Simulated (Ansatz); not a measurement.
A structure relaxed at PBE0/def2-SVP in Ansatz, charge 1, doublet:

```
atom    x (Å)    y (Å)    z (Å)
 Be1  -0.4394  -0.8107   1.0222
 Be2   1.5407   0.6737   0.0116
 Be3  -0.4387   1.0544  -0.8328
 Be4   1.0930   0.2101  -2.0057
 Be5  -2.0225  -0.2221  -0.3290
 Be6   0.6071   0.8217   2.0385
 Be7  -0.7833  -0.7798  -1.9680
 Be8  -1.1038  -2.1404  -0.4995
 Be9   0.3241   2.3339   0.7155
Be10  -1.3034   1.1126   1.1935
Be11   0.9005  -1.3353  -0.6506
Be12   1.6259  -0.9181   1.3041
```

Give its formula.

the cluster Be12⁺ (the lowest doublet isomer of a short search).

Summarise the bond lengths by kind (pairs closer than 1.2 times the sum of covalent radii, bridged metal pairs left out).

30 × Be–Be 2.03 to 2.24 Å.

The relaxation made no stability test and no search for a lower SCF solution. The structure comes from a short search, and lower isomers may exist.
